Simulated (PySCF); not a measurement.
## Magnetic susceptibility: `FC[Si]([SiH3])([SiH3])[GeH3]`, CH11FGeSi3

Molfile (atoms numbered from 1):
```
CH11FGeSi3
     RDKit          3D

 17 16  0  0  0  0  0  0  0  0999 V2000
    0.6847   -0.8411   -2.3476 F   0  0  0  0  0  0  0  0  0  0  0  0
   -0.4437   -0.2241   -1.8258 C   0  0  0  0  0  0  0  0  0  0  0  0
   -0.1052    0.0952    0.0647 Si  0  0  0  0  0  4  0  0  0  0  0  0
   -2.0235   -0.5787    1.2208 Si  0  0  0  0  0  4  0  0  0  0  0  0
    0.6099    2.3158    0.2728 Si  0  0  0  0  0  4  0  0  0  0  0  0
    1.7062   -1.4168    0.3138 Ge  0  0  0  0  0  4  0  0  0  0  0  0
   -0.6006    0.6825   -2.4132 H   0  0  0  0  0  0  0  0  0  0  0  0
   -1.2761   -0.9066   -2.0118 H   0  0  0  0  0  0  0  0  0  0  0  0
   -1.8068   -0.4365    2.6615 H   0  0  0  0  0  0  0  0  0  0  0  0
   -2.4186   -1.9695    0.9768 H   0  0  0  0  0  0  0  0  0  0  0  0
   -3.1775    0.2540    0.8690 H   0  0  0  0  0  0  0  0  0  0  0  0
   -0.4546    3.2484   -0.1146 H   0  0  0  0  0  0  0  0  0  0  0  0
    0.9489    2.5973    1.6700 H   0  0  0  0  0  0  0  0  0  0  0  0
    1.7845    2.6530   -0.5359 H   0  0  0  0  0  0  0  0  0  0  0  0
    1.4398   -2.8169   -0.1524 H   0  0  0  0  0  0  0  0  0  0  0  0
    2.1576   -1.6105    1.7390 H   0  0  0  0  0  0  0  0  0  0  0  0
    2.9679   -1.0336   -0.3970 H   0  0  0  0  0  0  0  0  0  0  0  0
  1  2  1  0
  2  3  1  0
  3  4  1  0
  3  5  1  0
  3  6  1  0
  2  7  1  0
  2  8  1  0
  4  9  1  0
  4 10  1  0
  4 11  1  0
  5 12  1  0
  5 13  1  0
  5 14  1  0
  6 15  1  0
  6 16  1  0
  6 17  1  0
M  END
```

Computed with PySCF, GIAO HF/pcSseg-1 magnetisability, rotational g tensor and spin-rotation constants, non-relativistic, gas phase. Geometry: GFN2-xTB.

The calculation is non-relativistic, which matters for the atoms heavier than Zn.

Problem. What are the magnetisability and the molar susceptibility?

Solution. Isotropic -1807 × 10⁻³⁰ J/T², or -108.8 × 10⁻⁶ cm³/mol; principal values -1892, -1806, -1724 × 10⁻³⁰ J/T², anisotropy 145 × 10⁻³⁰ J/T² (root of half the summed squared differences of the principal values). The susceptibility is in cgs units.

Problem. Split it along the inertial axes a, b, c into diamagnetic and paramagnetic parts about the centre of mass, with the quadrupole moment.

Solution. 
```csv
axis,χ (10⁻⁶ cm³/mol),diamagnetic (10⁻⁶ cm³/mol),paramagnetic (10⁻⁶ cm³/mol),summed x² of all electrons (Å²),quadrupole Θ (D Å)
a,-112.3,-1267.5,1155.2,245.3,-2.48
b,-104.5,-1570.9,1466.4,173.8,+1.22
c,-109.7,-1777.8,1668.1,125.0,+1.26
```
Anisotropies 2χaa − χbb − χcc = -10.3 and 2χbb − χaa − χcc = +12.9 × 10⁻⁶ cm³/mol. Θ is traceless in Buckingham's convention.

Problem. And the rotational g tensor?

Solution. 
| axis | rotational constant (GHz) | g | nuclear part | electronic part |
| --- | --- | --- | --- | --- |
| a | 1.0654 | -0.0133 | 0.5649 | -0.5782 |
| b | 0.7940 | -0.0136 | 0.5334 | -0.5470 |
| c | 0.7106 | -0.0105 | 0.5464 | -0.5569 |

Asymmetric top; isotopes 12C, 19F, 74Ge, 1H, 28Si; no vibrational averaging.
